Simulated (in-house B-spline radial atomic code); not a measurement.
RPA and G0W0 for the technetium ion Tc⁺, [Kr] 4d5 5s1, highest spin, as one setting changes: the share of exact exchange in the PBE hybrid start. A dash marks a level of low quasi-particle weight. Computed with an all-electron radial atomic-structure program (B-spline basis): all electrons, scalar-relativistic (spin-free one-electron X2C), finite nucleus, each spin shell either full or empty, empty states to l = 9 with an (l + 1/2)⁻⁴ tail; G0W0 by contour deformation at full frequency.

RPA overbinds a lone outer s electron by self-correlation, and G0W0 tends to as well.

```json
{"share of exact exchange in the PBE hybrid start": "0", "mean-field level (eV)": "-12.150", "G0W0 level (eV)": "5s up -15.908", "RPA correlation (Eh)": "-3.1452"}
{"share of exact exchange in the PBE hybrid start": "0.1", "mean-field level (eV)": "-12.421", "G0W0 level (eV)": "5s up -15.874", "RPA correlation (Eh)": "-3.1134"}
{"share of exact exchange in the PBE hybrid start": "0.2", "mean-field level (eV)": "?", "G0W0 level (eV)": "?", "RPA correlation (Eh)": "?"}
{"share of exact exchange in the PBE hybrid start": "0.3", "mean-field level (eV)": "-12.958", "G0W0 level (eV)": "5s up -15.792", "RPA correlation (Eh)": "-3.0534"}
{"share of exact exchange in the PBE hybrid start": "0.4", "mean-field level (eV)": "-13.225", "G0W0 level (eV)": "5s up -15.747", "RPA correlation (Eh)": "-3.0251"}
{"share of exact exchange in the PBE hybrid start": "0.5", "mean-field level (eV)": "-13.490", "G0W0 level (eV)": "5s up -15.701", "RPA correlation (Eh)": "-2.9978"}
{"share of exact exchange in the PBE hybrid start": "0.6", "mean-field level (eV)": "-13.754", "G0W0 level (eV)": "5s up -15.654", "RPA correlation (Eh)": "-2.9713"}
{"share of exact exchange in the PBE hybrid start": "0.7", "mean-field level (eV)": "?", "G0W0 level (eV)": "?", "RPA correlation (Eh)": "?"}
{"share of exact exchange in the PBE hybrid start": "0.8", "mean-field level (eV)": "-14.277", "G0W0 level (eV)": "5s up -15.559", "RPA correlation (Eh)": "-2.9208"}
{"share of exact exchange in the PBE hybrid start": "0.9", "mean-field level (eV)": "-14.536", "G0W0 level (eV)": "5s up -15.512", "RPA correlation (Eh)": "-2.8967"}
{"share of exact exchange in the PBE hybrid start": "1", "mean-field level (eV)": "-14.794", "G0W0 level (eV)": "5s up -15.465", "RPA correlation (Eh)": "-2.8732"}
```

(1) What belongs in the row for 0.7?

(2) What belongs in the row for 0.2?

## Answers

(1) mean-field level (eV): -14.016; G0W0 level (eV): 5s up -15.607; RPA correlation (Eh): -2.9457.

(2) mean-field level (eV): -12.690; G0W0 level (eV): 5s up -15.834; RPA correlation (Eh): -3.0828.
